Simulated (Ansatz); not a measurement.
Reaction (ligand exchange at a B–C bond): `C=CB(F)CC` + H₂S → `CCB(F)S` + `C=C`

Program: Ansatz. Geometries: PBE0-D4/def2-TZVP. ΔE: electronic, gas phase. CCSD(T)/CBS adds triple-zeta CCSD(T) − MP2 to the extrapolated MP2 energy (def2 sets, frozen cores). This one scheme is used for every species. Functionals use def2-TZVPP. B3LYP here is the variant with VWN-RPA as its local correlation; programs differ in this. Each species was taken in one conformer, which may not be the lowest.

`C=CB(F)CC`:

Z-matrix (Å, degrees):
```
C
C 1 1.523
B 1 1.565 2 117.2
H 1 1.099 2 110.5 3 122.8
H 1 1.099 2 110.5 3 -122.9
H 2 1.093 1 111.4 3 -59.8
H 2 1.093 1 111.5 3 60.0
H 2 1.092 1 111.8 3 -179.9
C 3 1.553 1 126.3 2 0.1
F 3 1.340 1 116.7 2 -180.0
C 9 1.334 3 121.8 1 179.8
H 9 1.088 3 120.0 1 -0.2
H 11 1.086 9 122.6 3 -180.0
H 11 1.086 9 120.9 3 0.0
```

H₂S:

```xyz
3

S    -0.478    0.379    0.109
H     0.832    0.428    0.395
H    -0.355   -0.807   -0.504
```

`CCB(F)S`:

Cartesian coordinates in Å:
```
C -0.552 0.977 -1.072
C 0.104 0.654 0.271
B 0.152 -0.874 0.594
F -0.921 -1.633 0.375
S 1.633 -1.643 1.282
H -0.635 2.055 -1.224
H -1.555 0.552 -1.135
H 0.029 0.571 -1.904
H -0.479 1.120 1.079
H 1.101 1.099 0.334
H 1.123 -2.880 1.401
```

`C=C`:

```xyz
6

C    -0.174    0.228    0.596
C     0.174   -0.228   -0.596
H     0.295   -0.134    1.504
H    -0.944    0.984    0.713
H    -0.295    0.134   -1.504
H     0.944   -0.984   -0.713
```

```
             level  ΔE (kcal/mol)
            r2SCAN          -14.0
              PBE0          -13.8
             B3LYP          -13.3
SCS-MP2/def2-QZVPP          -13.2
```

**Question.** What does CCSD(T)/CBS give? (Estimate.)

**Answer.** Ansatz gave: -13.0 kcal/mol. The listed levels differ from it by -1.0, -0.8, -0.3, -0.2 kcal/mol.

Largest T1 diagnostic among the species: 0.012.

In def2-TZVPP, CCSD(T) changes the Hartree–Fock value by −0.8 kcal/mol (the triples alone add −0.3 kcal/mol) and MP2 by −1.4 kcal/mol.
